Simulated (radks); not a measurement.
Question: Radial electron density D(r) = 4 pi r^2 rho(r) of an atom or ion with 2 electrons. All-electron calculation, Dirac Kohn-Sham, relativistic LDA (MacDonald-Vosko exchange, VWN5 correlation), spin-unpolarised, spherical densities, finite nucleus; Fermi nuclear charge, rms radius of each element as measured or else 0.836 A^(1/3) + 0.57 fm. Program: a radial shooting solver on a logarithmic mesh with Libxc functionals.

r (bohr)  D(r) (e/bohr)
0.004858         0.2789
0.005263         0.3239
0.005656         0.3704
0.006127         0.4295
0.006584         0.4904
0.007132         0.5676
0.007665         0.6468
0.008303         0.7471
0.008923         0.8496
0.009666         0.9788
0.01039           1.110
0.01125           1.276
0.01219           1.463
0.0131            1.652
0.01419           1.888
0.01525           2.124
0.01652           2.417
0.01775           2.709
0.01923           3.066
0.02067           3.420
0.02239           3.850
0.02406           4.270
0.02607           4.774
0.02801           5.260
0.03035           5.836
0.03287           6.445
0.03533           7.017
0.03827           7.674
0.04113           8.277
0.04455           8.950
0.04788           9.548
0.05186           10.19
0.05574           10.73
0.06038           11.28
0.06489           11.71
0.07029           12.09
0.07614           12.36
0.08183           12.48
0.08864           12.48
0.09526           12.34
0.1032            12.03
0.1109            11.60
0.1201            10.97
0.1291            10.29
0.1399            9.403
0.1503            8.525
0.1628            7.489
0.175             6.532
0.1895            5.479
0.2053            4.472
0.2207            3.632
0.239             2.797
0.2569            2.147
0.2783            1.545
0.2991            1.111
0.324            0.7391
0.3482           0.4923
0.3771           0.2989
0.4053           0.1822
0.4391          0.09949
0.4718          0.05470
0.5111          0.02640

What is the nuclear charge?

Answer: Z = 12. The innermost maximum, from 1s, lies near gamma/Z bohr with gamma = sqrt(1 - (Z/c)^2) = 0.996, here 0.083 bohr (found: 0.0852), and its height grows with Z. The density is that of the magnesium ion Mg10+ in [He]; the configuration itself is not fixed sharply by these data, and Z only to about a unit. D(r) has 1 maximum, at r = 0.0852 bohr.
